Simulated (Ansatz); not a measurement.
One geometry of H5O2Si2 (`O[SiH](O)[SiH2]`) radical, several functionals.

```yaml
crystal:
  periodic: [false, false, false]
  atoms:
    - {symbol: O, position_ang: [0.977778, 1.346291, -0.652926]}
    - {symbol: Si, position_ang: [0.627906, 0.002618, 0.233712]}
    - {symbol: O, position_ang: [1.015613, -1.393078, -0.547655]}
    - {symbol: Si, position_ang: [-1.631473, -0.274787, 0.734651]}
    - {symbol: H, position_ang: [0.462085, 1.496438, -1.447288]}
    - {symbol: H, position_ang: [1.454851, 0.190728, 1.451269]}
    - {symbol: H, position_ang: [1.938586, -1.537155, -0.765676]}
    - {symbol: H, position_ang: [-2.473468, -0.787491, -0.381035]}
    - {symbol: H, position_ang: [-2.283378, 0.910036, 1.357947]}
basis:
  gaussian: {orbitals: def2-TZVPP}
magnetization: {spin_polarized: true, initial_magnetization: 1}
hamiltonian: {xc: {name: revPBE}, dispersion: d4}
output: {orbitals: {seedname: orbitals}}
```

```sh
$ ansatz run in.yaml --threads 4 --pin off --events-out ev --progress --plain
```

Output, abridged:

```
Functional definition: revPBE
  name "revPBE"
  cite "Zhang & Yang, Phys. Rev. Lett. 80, 890 (1998) doi:10.1103/PhysRevLett.80.890"
  cite "Perdew, Burke & Ernzerhof, Phys. Rev. Lett. 77, 3865 (1996) doi:10.1103/PhysRevLett.77.3865"
  parameter kappa = 1.245
  parameter beta = 0.06672455060314922
  exchange = pbe_x(kappa = kappa, mu = beta*pi^2/3)
  correlation = pbe_c(beta = beta)
1173 factors; their error is unknown
mean field evaluation 1: about -19918.5450 eV, gradient 5.9e1 eV
mean field evaluation 2: about -19843.9666 eV, gradient 1.4e2 eV
mean field evaluation 4: about -19929.2883 eV, gradient 9.6e0 eV
mean field evaluation 8: about -19929.7304 eV, gradient 1.1e-1 eV
mean field evaluation 16: about -19929.6956 eV, gradient 4.1e-4 eV
mean field -19929.69562087 eV, -732.4028052339 hartree, gradient 2.7e-5 eV, S^2 0.754888; 0 other end points of the search recorded, 0 dependent functions left out
reference -19929.69567572 eV, -732.4028072500 hartree; 25, 24 occupied and 191, 192 virtual orbitals, 1173 factors
Total energy: -19930.24020785 eV, -732.4228184366 hartree
```

Hardware: 4 threads of a server CPU on a shared host. Wall time 2.7 s, peak host memory 0.31 GiB.

The same input with `hamiltonian: {xc: {name: wB97X-V}}` (abridged; 11 s):

```
Functional definition: wB97X-V
mean field evaluation 16: about -19930.4127 eV, gradient 1.9e-4 eV
mean field -19930.41266629 eV, -732.4291561673 hartree, gradient 1.7e-5 eV, S^2 0.753223
Total energy: -19930.41266486 eV, -732.4291561147 hartree
```

The same input with `hamiltonian: {xc: {name: B2PLYP}}` (abridged; 6 s):

```
Functional definition: B2PLYP
mean field evaluation 16: about -19918.9098 eV, gradient 6.9e-4 eV
mean field -19918.90981960 eV, -732.0064343482 hartree, gradient 5.6e-6 eV, S^2 0.755660
12 core orbitals not correlated: weight in the atoms' cores, before any rotation towards them, 1.000 or more for the frozen orbitals, at most 0.000 for the correlated occupied ones
second order -23.28432836 eV of doubles, -0.00000000 eV of singles
Total energy: -19925.19675480 eV, -732.2374749555 hartree
```

With the line `hamiltonian: {xc: {name: B97M-V}}` (abridged; 11 s):

```
Functional definition: B97M-V
mean field evaluation 16: about -19929.1044 eV, gradient 6.5e-4 eV
mean field -19929.10437927 eV, -732.3810775060 hartree, gradient 3.9e-5 eV, S^2 0.754911
Total energy: -19929.10444485 eV, -732.3810799162 hartree
```

With the line `hamiltonian: {xc: pbe0, dispersion: d4}` (abridged; 3.9 s):

```
Functional definition: PBE0
mean field evaluation 16: about -19923.3748 eV, gradient 1.5e-4 eV
mean field -19923.37477070 eV, -732.1705182749 hartree, gradient 3.2e-5 eV, S^2 0.755141
Total energy: -19923.53922564 eV, -732.1765618822 hartree
```

The same input with `hamiltonian: {xc: {name: PBE-QIDH}}` (abridged; 6 s):

```
Functional definition: PBE-QIDH
mean field evaluation 16: about -19911.0059 eV, gradient 8.4e-4 eV
mean field -19911.00592765 eV, -731.7159716765 hartree, gradient 6.8e-6 eV, S^2 0.757810
12 core orbitals not correlated: weight in the atoms' cores, before any rotation towards them, 1.000 or more for the frozen orbitals, at most 0.000 for the correlated occupied ones
second order -21.62056928 eV of doubles, -0.00000000 eV of singles
Total energy: -19918.21279725 eV, -731.9808192492 hartree
```
